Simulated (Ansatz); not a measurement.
System: CH₃AlF₂, charge 0, singlet. CH3AlF2 (SMILES [CH3][Al]([F])[F]).
B3LYP-D3(BJ)/def2-TZVP minimum from Ansatz (a quantum-chemistry and plane-wave program):
```xyz
7

Al     0.0536     0.0468     0.0008
C     -1.4698    -1.1381    -0.0444
H     -1.2649    -2.0012    -0.6825
H     -2.3608    -0.6365    -0.4230
H     -1.6878    -1.5255     0.9534
F     -0.0160     1.5970    -0.5577
F      1.5088    -0.4433     0.6030
```

Hartree-Fock and CCSD(T) correlation energies in hartree (Ansatz). UHF or UKS for unpaired electrons; spin-orbit terms are left out. Correlated methods leave the cores frozen. No relativity.

```tsv
basis	X	E(HF)	E(corr, CCSD(T))
cc-pV(T+d)Z	3	-480.68578	-0.80015
cc-pV(Q+d)Z	4	-480.71176	-0.86307
cc-pV(5+d)Z	5	-480.71727	withheld
```

### Question
Fit E(corr) = E∞ + A/X³ to X = 3 and 4, predict X = 5, and compare with the run.

### Answer
A = (-0.80015 - (-0.86307))/(1/27 - 1/64) = 2.9385; E∞ = -0.86307 - A/64 = -0.90898; at X = 5, E∞ + A/125 = -0.88548. The run gave -0.88584, 0.36 mEh below the prediction. The same form on X = 4 and 5 gives E∞ = -0.90973, 0.75 mEh below the first estimate.
